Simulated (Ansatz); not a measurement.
Compare A (`[BH3-][O+]=C(C)C`) with its isomer B (`CBOCC`).

Computed with Ansatz on PBE0-D4/def2-TZVP structures; ΔE is electronic, products minus reactants. CBS: MP2 limit from def2 TZ/QZ plus the TZ coupled-cluster correction, frozen cores. DFT in def2-TZVPP. B3LYP here is the variant with VWN-RPA as its local correlation; programs differ in this. Each species was taken in one conformer, which may not be the lowest.

Which is lower in electronic energy at CCSD(T)/CBS, and by how much? (An estimate is asked.)

The calculation gave: B, by 179.0 kJ/mol.

Give E(B) − E(A) in kJ/mol with B2PLYP, MP2/def2-TZVPP, r2SCAN-D4, HF/def2-TZVPP, CCSD(T)/def2-TZVPP, B3LYP, BLYP-D4. (Best estimate.)

Ansatz gave: B2PLYP -175.4, MP2/def2-TZVPP -179.1, r2SCAN-D4 -164.1, HF/def2-TZVPP -194.9, CCSD(T)/def2-TZVPP -174.5, B3LYP -173.5, BLYP-D4 -156.8. None reverses the order clearly.

Does the order hold for the free energy at 298.15 K (harmonic terms from PBE0-D4)? (Estimate.)

The calculation gave: Yes: G(B) − G(A) = -170.2 kJ/mol, for one conformer each. Modes under 60 cm⁻¹, often nearly free rotors, make the harmonic entropy too high.

Largest T1 diagnostic: 0.015.

From r2SCAN to r2SCAN0 (25 % exact exchange), in def2-TZVPP and without D4, E(B) − E(A) moves by −10.9 kJ/mol. The D4 term adds +4.7 kJ/mol with B3LYP and +2.4 kJ/mol with PBE0; it sums over pairs of atoms, weighted by their polarisabilities, and B3LYP, whose exchange is more repulsive, gets the larger term.
